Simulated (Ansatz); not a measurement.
```yaml
crystal:
  periodic: [false, false, false]
  atoms:
    - {symbol: F, position_ang: [-0.200518, -2.150935, -0.282048]}
    - {symbol: Ti, position_ang: [0.297608, -0.554846, 0.297220]}
    - {symbol: F, position_ang: [1.553696, -0.423174, 1.450306]}
    - {symbol: Se, position_ang: [-1.580263, 0.711496, 1.216736]}
    - {symbol: Se, position_ang: [0.963456, 0.480960, -1.832304]}
    - {symbol: H, position_ang: [-2.330432, 0.266996, 0.078169]}
    - {symbol: H, position_ang: [1.373724, 1.714627, -1.033124]}
basis:
  gaussian: {orbitals: cc-pVTZ-PP}
hamiltonian: {xc: {name: BHLYP}, dispersion: d4}
scf: {lower_state_search: off}
output: {forces: true}
```

```sh
$ ansatz run in.yaml --threads 4 --pin off --events-out ev --progress --plain --max-ram 11315MiB
```

Output, abridged:

```
Functional definition: BHLYP
Error: <dir> the basis set cc-pVTZ-PP has no functions for F
```

Problem. Something in this input is off. What?

Solution. The basis set is misnamed or doesn't suit the job. The input was rejected before any iteration.
